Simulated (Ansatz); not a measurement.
A run for Ansatz (an electronic-structure program): R-wB97M-V/def2-TZVPP on GeH4SSi (SMILES [SiH3][Ge][SH]), a point of a torsion scan.

Ansatz 0.2 input:
```yaml
crystal:
  periodic: [false, false, false]
  atoms:
    - {symbol: Si, position_ang: [1.04385628, -0.04337140, 0.12743198]}
    - {symbol: Ge, position_ang: [-0.65387475, 1.66210507, -0.30155242]}
    - {symbol: S, position_ang: [-1.94068477, 1.32014395, 1.50328207]}
    - {symbol: H, position_ang: [0.78861759, -1.25030391, -0.67427391]}
    - {symbol: H, position_ang: [2.37583502, 0.42997720, -0.27253465]}
    - {symbol: H, position_ang: [1.17593358, -0.51383033, 1.51779075]}
    - {symbol: H, position_ang: [-1.30644706, 0.34466982, 2.14203486]}
basis:
  gaussian:
    orbitals: def2-TZVPP
hamiltonian:
  xc: {name: wB97M-V}
scf: {lower_state_search: off}
```

The log:

```
WARN ansatz: RAYON_NUM_THREADS=1 ignored (pool sized by the plan → 1); use --threads N
Functional definition: wB97M-V
these checks for a lower state are left out or cut short: stability, starts, cluster_reference, orbital_swaps, neighbouring_geometries, increment
integrals: 0.17 GiB planned
1204 factors; their error is unknown
integrals: 0.20 GiB planned
242 factors; integrals over basis functions are off by at most 1.2e-5 eV
mean field: 1.27 GiB planned
mean field evaluation 1: about -75291.2679 eV, gradient 1.9e1 eV
mean field evaluation 2: about -75291.8100 eV, gradient 1.9e1 eV
mean field evaluation 4: about -75292.3436 eV, gradient 9.5e-1 eV
mean field evaluation 8: about -75292.5154 eV, gradient 1.7e-1 eV
mean field evaluation 16: about -75292.5155 eV, gradient 3.6e-5 eV
mean field -75292.51545822 eV, -2766.9489079895 hartree, gradient 3.2e-6 eV, S^2 0.000000; 0 other end points of the search recorded, 0 dependent functions left out
reference -75292.51550482 eV, -2766.9489097020 hartree; 33, 33 occupied and 155, 155 virtual orbitals, 1204 factors
Total energy: -75292.51550482 eV, -2766.9489097020 hartree
Checks for a lower state left out: stability, starts, cluster_reference, orbital_swaps, neighbouring_geometries, increment
```

The calculation finished and met its thresholds.

Cost: roughly 7 core-seconds.
